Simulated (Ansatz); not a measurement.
Consider the substitution at a C–Al bond: `O=[C]([SiH3])[AlH][OH]` + H₂S → `O=C([SiH3])S` + `[OH][AlH2]`.

Calculated with Ansatz (gas phase, PBE0-D4/def2-TZVP geometries, no zero-point term in ΔE). CCSD(T)/CBS adds triple-zeta CCSD(T) − MP2 to the extrapolated MP2 energy (def2 sets, frozen cores). This one scheme is used for every species. One conformer a species, not always the lowest.

```tsv
species	CCSD(T)/def2-TZVPP energy (Eh)
`O=[C]([SiH3])[AlH][OH]`	-722.36995
H₂S	-398.93111
`O=C([SiH3])S`	-802.33884
`[OH][AlH2]`	-318.97247
```

Work out ΔE.

ΔE = (-802.33884) + (-318.97247) − (-722.36995) − (-398.93111) = -0.01025 Eh = -26.9 kJ/mol. CCSD(T)/CBS gives -27.4 kJ/mol.

What do rigid-rotor, harmonic-oscillator terms from PBE0-D4/def2-TZVP frequencies (298.15 K, 1 bar) make of the CCSD(T)/CBS value? (An estimate is asked.)

Computed: ΔZPE = +3.8 kJ/mol, ΔH = -27.9 kJ/mol, ΔS = -12 J/(mol·K), ΔG = -24.4 kJ/mol. Modes under 50 cm⁻¹ make the entropy rough.

Largest T1 diagnostic among the species: 0.017.

From PBE to PBE0 (25 % exact exchange), in def2-TZVPP and without D4, ΔE moves by +4.0 kJ/mol. Leaving LDA and LC-ωPBE aside and taking each functional with its dispersion term where it has one, the values, not all of them listed here, spread over 17.8 kJ/mol, from B97M-V to ωB97M-V. LDA lies −7.1 kJ/mol from PBE without D4.
